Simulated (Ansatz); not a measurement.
Basis-set extrapolation for `FB1OC=CO1` (PBE0-D4/def2-TZVP geometry, frozen core, Ansatz 0.2.0). Multiplicity 1, RHF reference.

|  | def2-TZVPP | def2-QZVPP |
| --- | --- | --- |
| HF | -351.030612 | -351.046569 |
| MP2 correlation | -1.104202 | -1.192141 |
| CCSD(T) correlation | -1.161605 | not run |

Energies in hartree. Use E(X) = E(∞) + A·exp(−7.88·√X) for Hartree–Fock and E(X) = E(∞) + B·X^(−2.97) for correlation, with X = 3 and 4, and add CCSD(T) minus MP2 of the smaller set to the MP2 limit.

What is the CCSD(T) energy at the basis-set limit?

HF limit: -351.046569 + (-0.015957) × 0.13774 = -351.04877. MP2 limit: -1.192141 + (-0.087939) × 0.74074 = -1.25728. Higher-order term: -1.161605 − (-1.104202) = -0.05740. Total: -352.36345 hartree, 449.6 kJ/mol below CCSD(T)/def2-TZVPP.
